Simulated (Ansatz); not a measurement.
Cost and result for the atomization energy of H₈N₂O₃Si₂ (`N[Si@H](O)O[Si@@H](N)O`) (15 atoms, 14 bonds).

```xyz
15

N     2.174   -0.779    0.151
Si    0.966   -0.234    1.240
O     0.965    1.399    1.251
O    -0.450   -0.854    0.680
Si   -1.349   -0.391   -0.603
N    -0.663    1.006   -1.340
O    -2.840    0.084   -0.125
H     2.242   -1.762   -0.064
H     3.089   -0.359    0.195
H     1.111   -0.669    2.644
H     0.589    1.753    0.432
H    -1.428   -1.554   -1.515
H     0.057    0.878   -2.035
H    -1.309    1.728   -1.626
H    -3.156   -0.246    0.716
```

The species carries charge 0 and has multiplicity 1. Geometry: relaxed with PBE0-D4/def2-TZVP. It is one conformer, not always the lowest. Program: Ansatz. All runs use 2 threads of an AMD EPYC 7R13 on a shared host and a share of an NVIDIA H100 80 GB. Times are those of one run each, without the atoms' runs, and a repeat can differ threefold. Electronic energies, without spin–orbit coupling; frozen cores. CCSD(T)/CBS adds CCSD(T) − MP2 in def2-TZVPP to the MP2 limit, and its time is that of the two runs behind it. T1 = 0.011. B3LYP takes the VWN-RPA correlation (the form of Gaussian; ORCA's B3LYP/G).

CCSD(T)/CBS is a level of theory with its own doubt, some kJ/mol a heavy atom from the limit and from the frozen cores, so smaller differences don't rank the functionals.

```
                             level  functions  wall time  atomization (kcal/mol)  difference from CCSD(T)/CBS  per bond
                PBE0-D4/def2-TZVPP        351      2.6 s                  1371.2                        -24.6      -1.8
                 B2PLYP/def2-TZVPP        351      2.7 s                  1372.3                        -23.5      -1.7
                ωB97X-V/def2-TZVPP        351      2.8 s                  1393.9                         -1.9      -0.1
   PBE-D4/def2-TZVPP (with forces)        351      3.1 s                  1400.9                          5.1       0.4
 B3LYP-D4/def2-TZVPP (with forces)        351      3.3 s                  1386.1                         -9.7      -0.7
r2SCAN-D4/def2-TZVPP (with forces)        351      3.7 s                  1384.1                        -11.7      -0.8
  ωB97M-V/def2-TZVPP (with forces)        351        4 s                  1395.4                         -0.4       0.0
                    MP2/def2-QZVPP        665      4.4 s                  1407.7                         11.9       0.9
                CCSD(T)/def2-TZVPP        351        8 s                  1348.0                        -47.8      -3.4
                 CCSD(T)/CBS(def2)          –       12 s                  1395.8                          0.0       0.0
```

The D4 term adds +14.8 kcal/mol with B3LYP and +7.9 kcal/mol with PBE0; it sums over pairs of atoms, weighted by their polarisabilities, and B3LYP, whose exchange is more repulsive, gets the larger term. From PBE to PBE0 (25 % exact exchange), in def2-TZVPP and without D4, the atomization energy moves by −28.4 kcal/mol: exact exchange takes away binding that semilocal exchange gives to molecules. In def2-TZVPP, CCSD(T) changes the Hartree–Fock value by +380.0 kcal/mol (the triples alone add +21.0 kcal/mol) and MP2 by +410.9 kcal/mol; breaking electron pairs costs correlation energy, which Hartree–Fock lacks.
